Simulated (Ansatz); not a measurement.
Reaction (ligand exchange at a Ge–S bond): `[OH][GeH2][S]S` + H₂S → `[OH][GeH2][SH]` + `SS`

Gas-phase electronic energies from Ansatz, PBE0-D4/def2-TZVP geometries. CCSD(T)/CBS adds triple-zeta CCSD(T) − MP2 to the extrapolated MP2 energy (def2 sets, frozen cores). This one scheme is used for every species. Functionals use def2-TZVPP. B3LYP here is the variant with VWN-RPA as its local correlation; programs differ in this. HSE06 is defined as in plane-wave codes. For Ge outer-core shells are correlated without core-valence functions, which leaves a few kJ/mol of doubt a bond. Scalar relativity is left out up to krypton. One conformer a species, not always the lowest.

`[OH][GeH2][S]S`:

Cartesian coordinates in Å:
```
O 0.768 0.239 -1.423
Ge 0.980 -0.407 0.215
S -0.372 0.672 1.630
S -2.141 0.223 0.671
H -0.074 -0.032 -1.798
H 2.428 -0.099 0.608
H 0.604 -1.897 0.231
H -2.193 1.301 -0.135
```

H₂S:

Z-matrix (Å, degrees):
```
S
H 1 1.341
H 1 1.341 2 92.3
```

`[OH][GeH2][SH]`:

Z-matrix (Å, degrees):
```
Ge
S 1 2.219
O 1 1.777 2 110.8
H 1 1.530 2 112.3 3 115.5
H 1 1.537 2 104.7 3 -120.2
H 2 1.343 1 94.0 3 -65.1
H 3 0.960 1 112.2 2 -50.4
```

`SS`:

```xyz
4

S     0.309   -0.548    0.932
S    -0.293    1.075   -0.157
H    -0.551   -1.457    0.434
H     0.535    0.931   -1.210
```

Task: Is it downhill or uphill in electronic energy at CCSD(T)/CBS, and by how much? (Estimate.)

Result: The calculation gave: Nearly level: ΔE = +2.5 kJ/mol.

Task: What do these levels give: revPBE-D4, B3LYP-D4, HSE06-D4, ωB97X-V, PBE-QIDH, PBE, revPBE, HSE06, CAM-B3LYP, CCSD/def2-TZVPP, CCSD(T)/def2-TZVPP, MP2/def2-QZVPP? (Best estimate.)

Result: Computed: revPBE-D4 3.1, B3LYP-D4 2.2, HSE06-D4 0.6, ωB97X-V -0.7, PBE-QIDH -0.6, PBE -1.8, revPBE -4.0, HSE06 -2.8, CAM-B3LYP -3.7, CCSD/def2-TZVPP -0.5, CCSD(T)/def2-TZVPP 1.5, MP2/def2-QZVPP 3.2 kJ/mol.

Largest T1 diagnostic among the species: 0.012.

The D4 term adds +6.3 kJ/mol with B3LYP and +3.5 kJ/mol with PBE0; it sums over pairs of atoms, weighted by their polarisabilities, and B3LYP, whose exchange is more repulsive, gets the larger term. In def2-TZVPP, CCSD(T) changes the Hartree–Fock value by +9.0 kJ/mol (the triples alone add +2.0 kJ/mol) and MP2 by +10.3 kJ/mol. Leaving LDA and LC-ωPBE aside and taking each functional with its dispersion term where it has one, the values, not all of them listed here, spread over 5.1 kJ/mol, from B2PLYP to BLYP-D4. LDA lies +4.2 kJ/mol from PBE without D4.
